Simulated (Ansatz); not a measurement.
`[CH3][GeH]([OH])[F]` → `[CH2]` (triplet) + `[OH][GeH2][F]`  (formal loss of a carbene)

Calculated with Ansatz (gas phase, PBE0-D4/def2-TZVP geometries, no zero-point term in ΔE). CCSD(T)/CBS adds triple-zeta CCSD(T) − MP2 to the extrapolated MP2 energy (def2 sets, frozen cores). This one scheme is used for every species. DFT in def2-TZVPP. B3LYP here is the variant with VWN-RPA as its local correlation; programs differ in this. HSE06 is defined as in plane-wave codes. Triplets are unrestricted, without spin–orbit coupling. For Ge outer-core shells are correlated without core-valence functions, which leaves a few kJ/mol of doubt a bond. Scalar relativity is left out up to krypton. One conformer a species, not always the lowest.

`[CH3][GeH]([OH])[F]`:

```xyz
9

C    -0.069   -1.322    0.107
Ge   -0.209    0.594    0.179
O     0.696    1.230   -1.198
F     0.606    1.152    1.618
H     0.984   -1.598    0.059
H    -0.578   -1.702   -0.779
H    -0.517   -1.766    0.997
H    -1.610    1.224    0.264
H     0.696    2.188   -1.247
```

`[CH2]` (triplet):

```xyz
3

C    -0.196    0.121    0.151
H     0.595    0.802   -0.121
H    -0.399   -0.923   -0.030
```

`[OH][GeH2][F]`:

```xyz
6

O    -0.412   -0.551    1.193
Ge   -0.053    0.025   -0.431
F     0.155    1.749   -0.345
H     0.322   -0.456    1.805
H     1.286   -0.513   -0.952
H    -1.297   -0.254   -1.270
```

```tsv
level	ΔE (eV)	difference from CCSD(T)/CBS
LDA (SPW92)	5.71	0.68
PBE-D4	5.05	0.02
revPBE-D4	4.90	-0.13
BLYP-D4	4.90	-0.13
r2SCAN-D4	4.78	-0.25
PBE0-D4	4.97	-0.06
B3LYP-D4	4.91	-0.12
r2SCAN0-D4	4.74	-0.29
HSE06-D4	4.97	-0.06
BHLYP-D4	4.80	-0.23
CAM-B3LYP-D4	4.95	-0.08
ωB97X-V	5.10	0.07
ωB97M-V	5.03	0.00
B2PLYP	4.90	-0.13
PBE-QIDH	4.97	-0.06
PBE	4.99	-0.04
revPBE	4.73	-0.30
BLYP	4.77	-0.26
r2SCAN	4.76	-0.27
PBE0	4.92	-0.11
r2SCANh	4.75	-0.28
r2SCAN0	4.72	-0.31
HSE06	4.92	-0.11
BHLYP	4.72	-0.31
LC-ωPBE	4.88	-0.15
RPA@PBE/def2-TZVPP	4.80	-0.23
HF/def2-SVP	3.47	-1.56
MP2/def2-SVP	4.83	-0.20
CCSD/def2-SVP	4.63	-0.40
CCSD(T)/def2-SVP	4.71	-0.32
HF/def2-TZVPP	3.45	-1.58
MP2/def2-TZVPP	5.05	0.02
SCS-MP2/def2-TZVPP	5.03	0.00
CCSD/def2-TZVPP	4.79	-0.24
CCSD(T)/def2-TZVPP	4.90	-0.13
HF/def2-QZVPP	3.44	-1.59
MP2/def2-QZVPP	5.12	0.09
SCS-MP2/def2-QZVPP	5.11	0.08
HF/CBS(def2)	3.44	-1.59
MP2/CBS(def2)	5.18	0.15
CCSD(T)/CBS	5.03	0
```

Largest T1 diagnostic among the species: 0.012.

From r2SCAN to r2SCAN0 (25 % exact exchange), in def2-TZVPP and without D4, ΔE moves by −0.04 eV. In def2-TZVPP, CCSD(T) changes the Hartree–Fock value by +1.45 eV (the triples alone add +0.12 eV) and MP2 by +1.61 eV.
